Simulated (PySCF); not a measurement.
# Computed spin Hamiltonian

C3H6ClO2Si (doublet state).
Z-matrix (Å and degrees, GFN2-xTB geometry), rows numbered from 1:
```
C 
C   1  1.3203
O   2  1.3424  1  126.17
Si  3  1.6263  2  132.34  1    -0.18
Cl  4  2.0447  3  111.66  2    66.37
O   4  1.6202  3   99.18  2  -177.68
C   6  1.3941  4  128.28  3  -167.89
H   1  1.0729  2  120.89  3  -179.79
H   1  1.0757  2  121.22  3     0.77
H   2  1.0834  1  122.50  3   179.91
H   7  1.0923  6  111.34  4    38.96
H   7  1.0902  6  107.66  4   158.88
H   7  1.0925  6  110.22  4   -82.04
```

The hyperfine couplings belong to this conformer and change with its torsions.

The species is `C=CO[Si](Cl)OC` [radical].

The calculation used UKS B3LYP, pcH-1 on C Cl H O Si, non-relativistic, mean-field spin-orbit, GIAO in PySCF. One conformer (not necessarily the lowest) at the GFN2-xTB geometry, without solvent, vibrations or thermal averaging. Couplings are sensitive to structure, and on GFN2-xTB geometries they can be far from those on DFT ones, by a factor of two or more for some ions and for spin on atoms past the first row. No stability test was run, so a lower SCF solution isn't excluded.

```json
{
 "g1, g2, g3": "2.00063, 2.00205, 2.00242",
 "g_iso": "2.00170",
 "Form of g": "rhombic: the two nearest values differ by 21 % of g3 − g1",
 "⟨S²⟩": "0.7515 (exact 0.7500)",
 "α and β electrons": "36, 35",
 "HOMO–LUMO gap, α and β orbitals": "6.27, 3.91 eV"
}
```

Hyperfine couplings atom by atom, in G; T1 to T3 are the principal values of the dipolar part; ρ(0) is the spin density at the nucleus (MHz turned into gauss with g_iso; 10 G = 1 mT):

```json
{"atom": "C1", "isotope": "13C", "a_iso": "0.0", "of which spin–orbit": "0.0", "T1": "-0.6", "T2": "-0.1", "T3": "0.8", "Mulliken spin population": "0.02", "ρ(0) (bohr⁻³)": "0.0000"}
{"atom": "C2", "isotope": "13C", "a_iso": "-1.3", "of which spin–orbit": "0.0", "T1": "-0.5", "T2": "-0.1", "T3": "0.6", "Mulliken spin population": "-0.01", "ρ(0) (bohr⁻³)": "-0.0031"}
{"atom": "O3", "isotope": "17O", "a_iso": "-11.9", "of which spin–orbit": "0.0", "T1": "-10.9", "T2": "5.3", "T3": "5.6", "Mulliken spin population": "0.06", "ρ(0) (bohr⁻³)": "0.0549"}
{"atom": "Si4", "isotope": "29Si", "a_iso": "-363.1", "of which spin–orbit": "0.3", "T1": "-41.9", "T2": "20.9", "T3": "21.0", "Mulliken spin population": "0.77", "ρ(0) (bohr⁻³)": "1.1455"}
{"atom": "Cl5", "isotope": "35Cl", "a_iso": "17.2", "of which spin–orbit": "0.2", "T1": "-8.5", "T2": "-8.3", "T3": "16.8", "Mulliken spin population": "0.09", "ρ(0) (bohr⁻³)": "0.1089"}
{"atom": "O6", "isotope": "17O", "a_iso": "-13.2", "of which spin–orbit": "0.0", "T1": "-12.9", "T2": "6.3", "T3": "6.7", "Mulliken spin population": "0.08", "ρ(0) (bohr⁻³)": "0.0609"}
{"atom": "C7", "isotope": "13C", "a_iso": "-0.9", "of which spin–orbit": "0.0", "T1": "-0.4", "T2": "-0.3", "T3": "0.6", "Mulliken spin population": "-0.01", "ρ(0) (bohr⁻³)": "-0.0022"}
{"atom": "H8", "isotope": "1H", "a_iso": "0.1", "of which spin–orbit": "0.0", "T1": "-0.5", "T2": "-0.3", "T3": "0.8", "Mulliken spin population": "0.00", "ρ(0) (bohr⁻³)": "0.0001"}
{"atom": "H9", "isotope": "1H", "a_iso": "1.2", "of which spin–orbit": "0.0", "T1": "-1.4", "T2": "-0.7", "T3": "2.1", "Mulliken spin population": "0.00", "ρ(0) (bohr⁻³)": "0.0007"}
{"atom": "H10", "isotope": "1H", "a_iso": "3.7", "of which spin–orbit": "0.0", "T1": "-0.6", "T2": "-0.4", "T3": "1.1", "Mulliken spin population": "0.00", "ρ(0) (bohr⁻³)": "0.0023"}
{"atom": "H11", "isotope": "1H", "a_iso": "-0.1", "of which spin–orbit": "0.0", "T1": "-0.9", "T2": "-0.5", "T3": "1.4", "Mulliken spin population": "0.00", "ρ(0) (bohr⁻³)": "0.0000"}
{"atom": "H12", "isotope": "1H", "a_iso": "2.3", "of which spin–orbit": "0.0", "T1": "-0.7", "T2": "-0.4", "T3": "1.1", "Mulliken spin population": "0.00", "ρ(0) (bohr⁻³)": "0.0015"}
{"atom": "H13", "isotope": "1H", "a_iso": "1.3", "of which spin–orbit": "0.0", "T1": "-0.9", "T2": "-0.6", "T3": "1.6", "Mulliken spin population": "0.01", "ρ(0) (bohr⁻³)": "0.0008"}
```

The largest Mulliken spin populations are on Si4 (+0.77), Cl5 (+0.09) and O6 (+0.08). Si4 is the only atom above +0.15. The angles at Si4 add up to 320.9°, so it is pyramidal.

Under fast tumbling the dipolar parts average out, and these isotropic splittings remain: 1 × 35Cl (Cl5, I = 3/2, 4 lines) with 1.72 mT, 1 × 1H (H10, I = 1/2, 2 lines) with 0.37 mT, 3 × 1H (H11/H12/H13, I = 1/2, 4 lines) with 0.12 mT and 1 × 1H (H9, I = 1/2, 2 lines) with 0.12 mT.

Class means assume fast exchange of nuclei equivalent by connectivity; if that motion is slow, each nucleus keeps its own coupling. The three 1H nuclei of mean +3.4 MHz run from -0.1 to 6.6 MHz in the frozen geometry.

Main isotope only: 35Cl (natural samples also hold 24 % 37Cl, magnetic too, which adds its own pattern).

The 17O coupling of O6 (-37.1 MHz) shows only in satellite lines or after enrichment, since that isotope makes up about 0.038 % of natural oxygen.

The 29Si coupling of Si4 (-1017.2 MHz) shows only in satellite lines or after enrichment, since that isotope makes up about 4.7 % of natural silicon.

Time: 55 s of wall time (with the writing of density and orbital grids); peak memory 0.94 GiB. Hardware: an Arm Neoverse V2 with one thread, shared host with 32 logical CPUs at a one-minute load of 10.
